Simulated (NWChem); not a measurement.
System: C₄H₄ClF; SMILES FC(/C=C\Cl)=C

The following NWChem deck was run.

```
start job
memory heap 200 mb stack 900 mb global 1100 mb
geometry units angstroms
  C     -2.564868    -0.844295    -0.201854
  C     -1.318705    -0.393948    -0.081211
  F     -1.121160     0.777858     0.557037
  C     -0.140202    -1.066066    -0.584960
  C      1.135589    -0.682204    -0.504917
  Cl     1.709850     0.746930     0.238229
  H     -3.393759    -0.289742     0.198380
  H     -2.772049    -1.770840    -0.701112
  H     -0.350601    -1.998854    -1.087268
  H      1.922934    -1.286982    -0.928757
end
basis spherical
  * library def2-svp
end
dft
  xc pbe0
  iterations 150
end
driver
  maxiter 120
end
task dft optimize
task dft freq
```

The level has its own optimisation; frequencies are unscaled. Brackets give each atom's bonded neighbours.

**Question.** Give the results of this calculation. (PBE0/def2-SVP.) Quantities: r C–C [C(CCF)–C(CHH)] (Å); r C–H [C(CHH)–H(C)] (Å); r C–F (Å); r C–C [C(CCF)–C(CCH)] (Å); highest harmonic frequency (cm⁻¹); lowest (cm⁻¹); zero-point energy (kcal/mol); dipole (D).

**Answer.** 
| Item | Result |
|---|---|
| r C–C [C(CCF)–C(CHH)] (Å) | 1.339 |
| r C–H [C(CHH)–H(C)] (Å) | 1.090 |
| r C–F (Å) | 1.331 |
| r C–C [C(CCF)–C(CCH)] (Å) | 1.453 |
| highest harmonic frequency (cm⁻¹) | 3316 |
| lowest (cm⁻¹) | 66 |
| zero-point energy (kcal/mol) | 43.4 |
| dipole (D) | 2.26 |
